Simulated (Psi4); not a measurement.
C2H5O (SMILES C[CH]O), doublet, geometry from GFN2-xTB; CCSD(T)/STO-3G (Psi4).

The Psi4 input:
```
memory 2 GB

molecule mol {
0 2
  C     1.193090   -0.369288   -0.015504
  C    -0.009327    0.480457   -0.155508
  O    -1.205830   -0.086200    0.224876
  H    -1.930074    0.518022    0.038963
  H    -0.038985    1.281061   -0.877839
  H     2.076997    0.248793    0.134788
  H     1.065347   -1.035117    0.834592
  H     1.370775   -0.990167   -0.903437
}

set basis sto-3g
set reference uhf

energy('ccsd(t)')
print_variables()
```

What the program printed (banner, timings and long lists left out):

```
   => Loading Basis Set <=

    Name: STO-3G
    Role: ORBITAL
    Keyword: BASIS

         ---------------------------------------------------------
                                   SCF
               by Justin Turney, Rob Parrish, Andy Simmonett
                          and Daniel G. A. Smith
                              UHF Reference
         ---------------------------------------------------------

  ==> Geometry <==

    Molecular point group: c1
    Full point group: C1

    Geometry (in Angstrom), charge = 0, multiplicity = 2:

       Center              X                  Y                   Z               Mass
    ------------   -----------------  -----------------  -----------------  -----------------
         C            1.249003805568    -0.368800261010    -0.032507742016    12.000000000000
         C            0.046586805568     0.480944738990    -0.172511742016    12.000000000000
         O           -1.149916194432    -0.085712261010     0.207872257984    15.994914619570
         H           -1.874160194432     0.518509738990     0.021959257984     1.007825032230
         H            0.016928805568     1.281548738990    -0.894842742016     1.007825032230
         H            2.132910805568     0.249280738990     0.117784257984     1.007825032230
         H            1.121260805568    -1.034629261010     0.817588257984     1.007825032230
         H            1.426688805568    -0.989679261010    -0.920440742016     1.007825032230

  Running in c1 symmetry.

  Rotational constants: A =      1.58997  B =      0.30990  C =      0.27340 [cm^-1]
  Rotational constants: A =  47666.23786  B =   9290.45023  C =   8196.22925 [MHz]
  Nuclear repulsion =   74.913102045617180

  Charge       = 0
  Multiplicity = 2
  Electrons    = 25
  Nalpha       = 13
  Nbeta        = 12

  ==> Algorithm <==

  SCF Algorithm Type is PK.
  DIIS enabled.
  MOM disabled.
  Fractional occupation disabled.
  Guess Type is SAD.
  Energy threshold   = 1.00e-08
  Density threshold  = 1.00e-08
  Integral threshold = 1.00e-12

  ==> Primary Basis <==

  Basis Set: STO-3G
    Blend: STO-3G
    Number of shells: 14
    Number of basis functions: 20
    Number of Cartesian functions: 20
    Spherical Harmonics?: true
    Max angular momentum: 1

  ==> Integral Setup <==

  Using in-core PK algorithm.
   Calculation information:
      Number of atoms:                   8
      Number of AO shells:              14
      Number of primitives:             42
      Number of atomic orbitals:        20
      Number of basis functions:        20

      Integral cutoff                 1.00e-12
      Number of threads:                 1

  Performing in-core PK
  Using 44310 doubles for integral storage.
  We computed 5457 shell quartets total.
  Whereas there are 5565 unique shell quartets.

  ==> DiskJK: Disk-Based J/K Matrices <==

    J tasked:                  Yes
    K tasked:                  Yes
    wK tasked:                  No
    Schwarz Cutoff:          1E-12

  Minimum eigenvalue in the overlap matrix is 2.1280226246E-01.
  Reciprocal condition number of the overlap matrix is 9.0474737150E-02.
    Using symmetric orthogonalization.

  ==> Pre-Iterations <==

  SCF Guess: Superposition of Atomic Densities via on-the-fly atomic UHF (no occupation information).

   -------------------------
    Irrep   Nso     Nmo
   -------------------------
     A         20      20
   -------------------------
    Total      20      20
   -------------------------

  ==> Iterations <==

                        Total Energy        Delta E     RMS |[F,P]|

   @UHF iter SAD:  -149.08963789448583   -1.49090e+02   0.00000e+00
   @UHF iter   1:  -151.45879950233686   -2.36916e+00   1.07720e-02 DIIS/ADIIS
   @UHF iter   2:  -151.49492708931493   -3.61276e-02   3.10264e-03 DIIS/ADIIS
   @UHF iter   3:  -151.49882379670851   -3.89671e-03   1.35049e-03 DIIS/ADIIS
   @UHF iter   4:  -151.50000185375660   -1.17806e-03   5.81689e-04 DIIS/ADIIS
[...]
  @UHF Final Energy:  -151.50036699520899
    Total Energy =                       -151.5003669952089922
[...]
              7   0         0.0197890986
             10   1        -0.0106417442
             11   4         0.0081078883
              8   0         0.0058730628
             11   5        -0.0057118718
              5   3         0.0050892353
             10   6         0.0048252782
              8   6        -0.0041865724

    Largest TIJAB Amplitudes:
     11   6   6   1        -0.0065643924
      8   6   6   5        -0.0062356878
     11   6   5   2         0.0061196211
      9   6   2   0        -0.0060442292
      6   5   1   0         0.0052466773
      9   5   5   1         0.0051749472
     12   8   5   3         0.0050725361
      6   3   2   0        -0.0049621810
      8   7   5   3         0.0047476530
      8   5   5   1         0.0046828374

    Largest Tijab Amplitudes:
     11   9   3   0         0.0171178701
     11  10   1   0        -0.0156091530
     11   6   3   0         0.0153990533
     11   6   7   0         0.0153690244
     11   9   6   0        -0.0140354717
     11  10   6   0         0.0132540762
     11   9   7   0         0.0126107201
     11   9   1   0         0.0126079516
     11   5   3   0         0.0101036283
     11   3   1   0        -0.0100384244

    Largest TIjAb Amplitudes:
     12   5   1   0        -0.0343322779
      6   6   0   1        -0.0270808197
      7   7   3   5         0.0264164269
      7   7   3   4        -0.0258820626
     11  10   0   1        -0.0252468756
     11  11   0   0         0.0237959457
      7   7   4   5         0.0235832823
      9   9   5   6        -0.0228646437
      6   6   6   7        -0.0228484421
      6  11   6   0        -0.0227277815

    SCF energy       (wfn)                    = -151.500366995208992
    Reference energy (file100)                = -151.500366995208992

    Opposite-spin MP2 correlation energy      =   -0.109647619954816
    Same-spin MP2 correlation energy          =   -0.014689552175905
    Singles MP2 correlation energy            =   -0.000000000000000
    MP2 correlation energy                    =   -0.124337172130721
      * MP2 total energy                      = -151.624704167339701

    Opposite-spin CCSD correlation energy     =   -0.153526694027613
    Same-spin CCSD correlation energy         =   -0.014301238405030
    Singles CCSD correlation energy           =   -0.000000000000000
    CCSD correlation energy                   =   -0.167827932432643
      * CCSD total energy                     = -151.668194927641622

            **************************
            *                        *
            *        CCTRIPLES       *
            *                        *
            **************************

    Wave function   =    CCSD_T
    Reference wfn   =      UHF

    Nuclear Rep. energy (wfn)                =   74.913102045617180
    SCF energy          (wfn)                = -151.500366995208992
    Reference energy    (file100)            = -151.500366995208992
    CCSD energy         (file100)            =   -0.167827932432643
    Total CCSD energy   (file100)            = -151.668194927641622

    Number of ijk index combinations:
    Spin Case AAA:                                 286
    Spin Case BBB:                                 220
    Spin Case AAB:                                 936
    Spin Case ABB:                                 858
    AAA (T) energy                             =   -0.000009168061409
    BBB (T) energy                             =   -0.000050518997797
    AAB (T) energy                             =   -0.000615265856618
    ABB (T) energy                             =   -0.000967266770650
    (T) energy                                   =   -0.001642219686474
      * CCSD(T) total energy                     = -151.669837147328110

  Variable Map:
  ----------------------------------------------------------------------------
[...]
  Array Variable Map:
  ----------------------------------------------------------------------------
[...]
[...]
```
